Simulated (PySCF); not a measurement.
This PySCF input asks for the NMR shieldings of `C=C=CCB(C)CB(F)F`, C₆H₁₀B₂F₂; the geometry comes from GFN2-xTB.

```python
import basis_set_exchange as bse
import numpy as np
from pyscf import gto, dft
from pyscf.prop import nmr

atoms = """
C     3.082315    1.620990   -0.229402
C     2.426910    0.507251   -0.309210
C     1.762625   -0.604725   -0.369855
C     0.659546   -0.994875    0.582136
B    -0.804986   -0.752220    0.023218
C    -1.945859   -1.803490    0.281488
C    -1.118919    0.590315   -0.768803
B    -1.689716    1.632968    0.250735
F    -2.978109    1.748228    0.524872
F    -0.930214    2.446301    0.961830
H     2.742055    2.517417   -0.724012
H     4.000773    1.705005    0.330173
H     1.964351   -1.309818   -1.166438
H     0.820713   -2.029044    0.895050
H     0.751555   -0.372949    1.478682
H    -2.947002   -1.403676    0.142336
H    -1.891431   -2.242520    1.276059
H    -1.835548   -2.635041   -0.415843
H    -1.862635    0.406016   -1.542323
H    -0.211573    0.984544   -1.223728
"""
names = dict.fromkeys(["C", "B", "F", "H"], "pcSseg-1")
basis = {el: gto.basis.parse(bse.get_basis(n, elements=[el], fmt="nwchem")) for el, n in names.items()}
mol = gto.M(atom=atoms, basis=basis, charge=0, verbose=0)
mf = dft.RKS(mol, xc="PBE0")
mf.grids.level = 2
mf.grids.alignment = dft.numint.BLKSIZE   # the property module wants whole blocks of grid points
mf.conv_tol = 1e-9
mf.kernel()

calc = nmr.RKS(mf)   # GIAO
C = mf.mo_coeff
Co = C[:, mf.mo_occ > 0]
resp = mf.gen_response(singlet=True, hermi=2)
def vind(x):   # induced exchange potential for any number of trial vectors
    d = np.einsum("pi,xij,qj->xpq", C, 2 * x.reshape(-1, C.shape[1], Co.shape[1]), Co, optimize=True)
    return np.einsum("xpq,pi,qj->xij", resp(d - d.transpose(0, 2, 1)), C, Co, optimize=True).ravel()
mo1, _ = nmr.rhf.solve_mo1(calc, with_cphf=vind)
sigma = calc.kernel(mo1)
for i, s in enumerate(sigma):   # ppm
    w = np.linalg.eigvalsh((s + s.T) / 2)
    print("%2d %-2s iso %8.1f  s11 %8.1f  s22 %8.1f  s33 %8.1f" % (i, mol.atom_pure_symbol(i), w.mean(), *w))
```

**Question.** Give the expected output.

**Answer.** 
```
 0 C  iso    108.3  s11     22.9  s22    131.2  s33    170.9
 1 C  iso    -35.2  s11    -68.9  s22    -43.1  s33      6.5
 2 C  iso     91.7  s11      3.2  s22    107.6  s33    164.3
 3 C  iso    151.4  s11    135.5  s22    152.8  s33    165.8
 4 B  iso     11.1  s11    -43.5  s22    -37.3  s33    114.0
 5 C  iso    170.8  s11    151.4  s22    174.3  s33    186.8
 6 C  iso    161.4  s11    118.6  s22    172.0  s33    193.5
 7 B  iso     73.4  s11     47.7  s22     79.4  s33     93.1
 8 F  iso    233.8  s11     53.7  s22    294.5  s33    353.0
 9 F  iso    233.7  s11     52.4  s22    292.6  s33    356.0
10 H  iso     26.6  s11     24.2  s22     25.8  s33     29.9
11 H  iso     26.6  s11     24.4  s22     25.3  s33     30.3
12 H  iso     26.5  s11     23.4  s22     26.9  s33     29.1
13 H  iso     29.3  s11     24.8  s22     29.2  s33     33.9
14 H  iso     29.9  s11     27.1  s22     29.1  s33     33.5
15 H  iso     30.4  s11     26.2  s22     30.1  s33     34.7
16 H  iso     30.7  s11     27.1  s22     29.3  s33     35.8
17 H  iso     30.9  s11     27.2  s22     28.9  s33     36.6
18 H  iso     30.2  s11     27.3  s22     28.5  s33     34.9
19 H  iso     29.2  s11     25.5  s22     28.4  s33     33.6
```

These numbers come from an equivalent density-fitted implementation of the same equations, which agrees with the script to about 0.01 ppm for H and up to a few tenths of a ppm for heavy atoms, so last digits may differ.

Size and cost of the density-fitted run: 220 basis functions, 47 s wall time on 1 thread of an Arm Neoverse V1, shared host; peak memory 1 GiB.
